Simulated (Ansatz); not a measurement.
Calculated with Ansatz (gas phase, PBE0-D4/def2-TZVP geometries, no zero-point term in ΔE). CCSD(T)/CBS adds triple-zeta CCSD(T) − MP2 to the extrapolated MP2 energy (def2 sets, frozen cores). Functionals use def2-TZVPP. B3LYP here is the variant with VWN-RPA as its local correlation; programs differ in this. One conformer a species, not always the lowest.

Reaction (formal exchange of groups at the Si–H bond): `BCC[SiH3]` + `CC(Cl)CCl` → `BCC[SiH2]Cl` + `CCCCl`

Is it downhill or uphill in electronic energy at CCSD(T)/CBS, and by how much? (An estimate is asked.)

Computed: Downhill: ΔE = -1.58 eV.

What do these levels give: r2SCAN-D4, PBE0-D4, ωB97X-V, ωB97M-V, B3LYP, HF/def2-TZVPP, MP2/def2-TZVPP, SCS-MP2/def2-TZVPP, CCSD(T)/def2-TZVPP, MP2/def2-QZVPP, HF/CBS(def2), CCSD/CBS(def2)? (Estimate.)

The calculation gave: r2SCAN-D4 -1.59, PBE0-D4 -1.59, ωB97X-V -1.60, ωB97M-V -1.61, B3LYP -1.62, HF/def2-TZVPP -1.75, MP2/def2-TZVPP -1.57, SCS-MP2/def2-TZVPP -1.56, CCSD(T)/def2-TZVPP -1.54, MP2/def2-QZVPP -1.59, HF/CBS(def2) -1.75, CCSD/CBS(def2) -1.63 eV.

Largest T1 diagnostic among the species: 0.011.

In def2-TZVPP, CCSD(T) changes the Hartree–Fock value by +0.20 eV (the triples alone add +0.05 eV) and MP2 by +0.18 eV. From PBE to PBE0 (25 % exact exchange), in def2-TZVPP and without D4, ΔE moves by −0.07 eV.
